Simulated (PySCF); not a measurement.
Compound: CH₇NOSeSi₂.
Atom-mapped SMILES: `[O:1]=[CH:2][NH:3][SiH2:4][Se:5][SiH3:6]` (hydrogens: H7 on C2; H8 on N3; H9, H10 on Si4; H11, H12, H13 on Si6)

Geometry (PBE0-D3(BJ)/def2-SVP, Å), atoms numbered from 1 in this order:
```
atom  x, y, z in Å
O1     0.872    1.035    0.910
C2     1.293    0.021    1.427
N3     1.156   -1.203    0.859
Si4    0.320   -1.330   -0.705
Se5   -1.873   -0.769   -0.641
Si6   -1.625    1.520   -0.753
H7     1.825    0.030    2.406
H8     1.486   -2.008    1.381
H9     1.053   -0.508   -1.704
H10    0.386   -2.783   -1.023
H11   -0.423    1.868   -1.557
H12   -1.612    2.146    0.594
H13   -2.854    1.964   -1.478
```

Computed, not measured: PySCF 2.14.0, PBE0-D3(BJ)/def2-SVP geometry optimisation, gas phase.

Masses are those of the commonest isotopes; rigid-rotor values at the optimised geometry. The values belong to one conformer with, in the numbering `[O:1]=[CH:2][NH:3][SiH2:4][Se:5][SiH3:6]`, O1–C2–N3–Si4 0°, C2–N3–Si4–Se5 -65°, N3–Si4–Se5–Si6 81°.

(1) What are A, B and C (cm⁻¹)?

(2) Classify the top.

(3) What does the inertial defect say?

(4) Give the other two planar moments, Paa and Pbb, and the rms extents of the mass along the axes.

(5) Where do the levels up to J = 5 lie, in cm⁻¹?

(6) Which types of transition are allowed, and where do some lines up to J = 4 fall?

(7) Estimate the classical rotational partition function at 25 K, 200 K and 500 K.

## Answers

(1) Ia = 245.29, Ib = 430.14, Ic = 602.88 u·Å²; 505379 MHz·u·Å²/I gives 2060, 1175 and 838.3 MHz, that is A = 0.06873, B = 0.03919, C = 0.02796 cm⁻¹.

(2) An asymmetric top. Ray's parameter κ = (2B − A − C)/(A − C) = -0.449; −1 is the prolate and +1 the oblate limit.

(3) Not planar: Δ = Ic − Ia − Ib = -72.55 u·Å². For a rigid frame Δ = −2 Σ m c², so Σ m c² = 36.27 u·Å² lies off the ab plane: 10.03 from hydrogen and 26.24 from heavier atoms. The atom farthest from that plane is 2.05 Å away.

(4) Paa = Σ m a² = (Ib + Ic − Ia)/2 = 393.86 and Pbb = Σ m b² = (Ia + Ic − Ib)/2 = 209.02 u·Å². With the mass M = 184.92 u, the rms extents √(P/M) along a, b and c are 1.46, 1.06, 0.44 Å.

(5) Above 0(0,0):
J = 1: 1(0,1) 0.0672, 1(1,1) 0.0967, 1(1,0) 0.1079
J = 2: 2(0,2) 0.1988, 2(1,2) 0.2198, 2(1,1) 0.2535, 2(2,1) 0.3421, 2(2,0) 0.3447
J = 3: 3(0,3) 0.3906, 3(1,3) 0.4029, 3(1,2) 0.4699, 3(2,2) 0.5435, 3(2,1) 0.5559, 3(3,1) 0.7207, 3(3,0) 0.7212
J = 4: 4(0,4) 0.6386, 4(1,4) 0.6447, 4(1,3) 0.7543, 4(2,3) 0.8100, 4(2,2) 0.8430, 4(3,2) 0.9937, 4(3,1) 0.9964, 4(4,1) 1.2360, 4(4,0) 1.2360
J = 5: 5(0,5) 0.9414, 5(1,5) 0.9442, 5(1,4) 1.1025, 5(2,4) 1.1400, 5(2,3) 1.2054, 5(3,3) 1.3351, 5(3,2) 1.3452, 5(4,2) 1.5776, 5(4,1) 1.5780, 5(5,1) 1.8885, 5(5,0) 1.8886
The levels of one J sum to (2J + 1)J(J + 1)(A + B + C)/3.

(6) The dipole components are |μa| = 2.66 D, |μb| = 1.89 D, |μc| = 0.53 D. The squared components, which scale the intensities, stand as 1.00 : 0.50 : 0.04 (a : b : c). Some lines, for components of 0.1 D or more:

```tsv
type	branch	J(Ka,Kc)	MHz	lower level (cm⁻¹)
c	Q	3(1,3) ← 3(0,3)	370	0.391
c	Q	2(2,1) ← 2(1,1)	2656	0.253
b	R	1(1,1) ← 0(0,0)	2899	0.000
a	Q	4(1,3) ← 4(1,4)	3285	0.645
b	Q	4(1,3) ← 4(0,4)	3471	0.639
a	R	2(1,2) ← 1(1,1)	3690	0.097
a	R	2(1,1) ← 1(1,0)	4363	0.108
c	Q	4(3,2) ← 4(2,2)	4518	0.843
c	Q	3(3,1) ← 3(2,1)	4943	0.556
a	R	3(2,2) ← 2(2,1)	6040	0.342
a	R	3(2,1) ← 2(2,0)	6331	0.345
b	R	4(2,3) ← 3(1,2)	10198	0.470
```

(7) Point group C1, symmetry number σ = 1; q = (√π/σ)·√((kT/h)³/(ABC)), k/h = 20836.6 MHz/K: 14800 at 25 K, 335000 at 200 K, 1320000 at 500 K.

Stationary, but not proved a minimum. No vibrational averaging or centrifugal distortion is included, and the geometry carries the error of its method. A rigid rotor knows nothing of internal rotation, which can split or shift real lines. Quadrupole hyperfine structure (14N) is left out.
